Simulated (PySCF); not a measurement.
Compound: C₇H₁₀Cl (doublet state).
Structure used (GFN2-xTB), in Å, numbered top down from 1:
```xyz
18
C7H10Cl angstrom
Cl     2.834    0.633   -1.458
C      2.017    0.555    0.123
C      1.885   -0.713    0.805
C      0.657   -0.133    0.264
C     -0.062   -0.750   -0.935
C     -1.552   -0.554   -0.654
C     -1.593    0.715    0.193
C     -0.405    0.537    1.134
H      2.183    1.481    0.656
H      2.359   -1.652    0.614
H      0.202   -1.798   -1.076
H      0.236   -0.207   -1.835
H     -2.136   -0.471   -1.569
H     -1.938   -1.394   -0.074
H     -2.533    0.836    0.728
H     -1.437    1.590   -0.441
H     -0.669   -0.140    1.949
H     -0.057    1.474    1.564
```

The hyperfine couplings belong to this conformer and change with its torsions.

Identity: `[C@H]1([CH]C21CCCC2)Cl` [radical].

Computed with UKS B3LYP, pcH-1 on C Cl H, non-relativistic, mean-field spin-orbit, GIAO (PySCF 2.14.0). Isolated species at its GFN2-xTB geometry (one conformer only). A GFN2-xTB geometry isn't a minimum of the functional, and hyperfine couplings can be far from their values at a DFT geometry. Stability of the SCF solution: not tested.

Task: Where do the isotropic ENDOR lines of H9, H10, H12, H11, H13, H15, H18, H17 and Cl1 fall at 331.9 mT, to first order?

Result: For S = 1/2 in fast tumbling each set of equivalent nuclei gives two lines, ν± = |νn ± a/2| to first order, with νn = g_N μN B/h and μN/h = 7.62259 MHz/T.

```json
{"nuclei": "H9", "isotope": "1H", "g_N": "5.5857", "νn (MHz)": "14.13", "a_iso (MHz)": "67.10", "lower line (MHz)": "19.42", "upper line (MHz)": "47.68"}
{"nuclei": "H10", "isotope": "1H", "g_N": "5.5857", "νn (MHz)": "14.13", "a_iso (MHz)": "-22.98", "lower line (MHz)": "2.64", "upper line (MHz)": "25.62"}
{"nuclei": "H12", "isotope": "1H", "g_N": "5.5857", "νn (MHz)": "14.13", "a_iso (MHz)": "14.18", "lower line (MHz)": "7.04", "upper line (MHz)": "21.22"}
{"nuclei": "H11", "isotope": "1H", "g_N": "5.5857", "νn (MHz)": "14.13", "a_iso (MHz)": "5.52", "lower line (MHz)": "11.37", "upper line (MHz)": "16.89"}
{"nuclei": "H13", "isotope": "1H", "g_N": "5.5857", "νn (MHz)": "14.13", "a_iso (MHz)": "3.54", "lower line (MHz)": "12.36", "upper line (MHz)": "15.90"}
{"nuclei": "H15", "isotope": "1H", "g_N": "5.5857", "νn (MHz)": "14.13", "a_iso (MHz)": "2.82", "lower line (MHz)": "12.72", "upper line (MHz)": "15.54"}
{"nuclei": "H18", "isotope": "1H", "g_N": "5.5857", "νn (MHz)": "14.13", "a_iso (MHz)": "-2.45", "lower line (MHz)": "12.91", "upper line (MHz)": "15.35"}
{"nuclei": "H17", "isotope": "1H", "g_N": "5.5857", "νn (MHz)": "14.13", "a_iso (MHz)": "0.64", "lower line (MHz)": "13.81", "upper line (MHz)": "14.45"}
{"nuclei": "Cl1", "isotope": "35Cl", "g_N": "0.5479", "νn (MHz)": "1.39", "a_iso (MHz)": "11.80", "lower line (MHz)": "4.51", "upper line (MHz)": "7.29"}
```

Task: Which pairs are centred on the nuclear Larmor frequency, and which on half the coupling?

Result: Centred on νn, since |a| < 2νn: H10, H12, H11, H13, H15, H18 and H17. Centred on |a|/2 and split by 2νn: H9 and Cl1.

Main isotope only: 35Cl (natural samples also hold 24 % 37Cl, magnetic too, which adds its own pattern).
